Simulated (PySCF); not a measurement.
Start geometry of `CCCS[Si@@H]([SiH3])O[SiH3]` from GFN2-xTB (Å):
```
atom  x, y, z in Å
C1     3.1162   -0.1260    1.1822
C2     2.2250    0.2094   -0.0076
C3     1.3366   -0.9666   -0.3720
S4     0.3141   -0.6494   -1.8487
Si5   -1.1332    0.7787   -1.1184
Si6   -3.0998    0.5933   -2.2959
O7    -1.3852    0.4505    0.4528
Si8   -1.7534   -0.3379    1.8192
H9     2.5117   -0.3847    2.0490
H10    3.7632   -0.9690    0.9500
H11    3.7403    0.7265    1.4387
H12    1.5978    1.0695    0.2380
H13    2.8392    0.4750   -0.8711
H14    1.9336   -1.8424   -0.6264
H15    0.6629   -1.2188    0.4478
H16   -0.4500    2.0735   -1.0287
H17   -2.9771    1.2721   -3.5875
H18   -3.5322   -0.7827   -2.5602
H19   -4.1958    1.2461   -1.5715
H20   -1.8368   -1.7679    1.5232
H21   -0.6529   -0.0399    2.7342
H22   -3.0346    0.2102    2.2504
```

What comes out of this run: PBE0-D3(BJ)/def2-SVP geometry optimisation, gas phase (PySCF 2.14.0)?

```
atom  x, y, z in Å
C1     3.6421    0.2728    0.6724
C2     2.5180    0.1865   -0.3488
C3     1.4259   -0.7781    0.0795
S4     0.0872   -0.9672   -1.1644
Si5   -1.1900    0.6443   -0.5868
Si6   -2.8504    0.7465   -2.2384
O7    -1.8563    0.3730    0.9153
Si8   -2.6540   -0.8146    1.7652
H9     3.2700    0.6151    1.6514
H10    4.1230   -0.7067    0.8249
H11    4.4213    0.9786    0.3482
H12    2.0747    1.1836   -0.5086
H13    2.9106   -0.1327   -1.3282
H14    1.8296   -1.7927    0.2218
H15    0.9793   -0.4792    1.0415
H16   -0.4061    1.9059   -0.4497
H17   -2.2597    1.1271   -3.5578
H18   -3.4988   -0.5961   -2.3578
H19   -3.8920    1.7521   -1.8628
H20   -2.6122   -2.1098    1.0231
H21   -1.9954   -0.9774    3.0931
H22   -4.0751   -0.4058    1.9645
```

The energy falls by 8.5 kcal/mol over 12 energy and gradient evaluations, the largest force component goes from 0.0230 to 3.8e-04 Eh/bohr, and the atoms move by 0.881 Å rms after alignment. Among the bonds, Si5–Si6 and O7–Si8 change most and about equally (+0.044 to +0.045 Å). Bonds longer at the end by more than 0.005 Å: 18 of 21; shorter: 1. Among the angles that change most is Si5–O7–Si8, from 161.7° to 140.2°. Among the dihedrals that turn most is C3–S4–Si5–Si6, from -152° to 173°. Rotational constants go from 1214, 627.2, 459.7 to 1168, 554.0, 429.8 MHz. The orientation of the end geometry is arbitrary; only internal coordinates are fixed.

The run used 198 basis functions and 89 SCF cycles in all. Time: 5.0 min; peak memory 0.89 GiB. Hardware: an Arm Neoverse V1 with one thread, shared host with 32 logical CPUs at a one-minute load of 16.

Stationary, but not proved a minimum. One conformer, not necessarily the lowest.
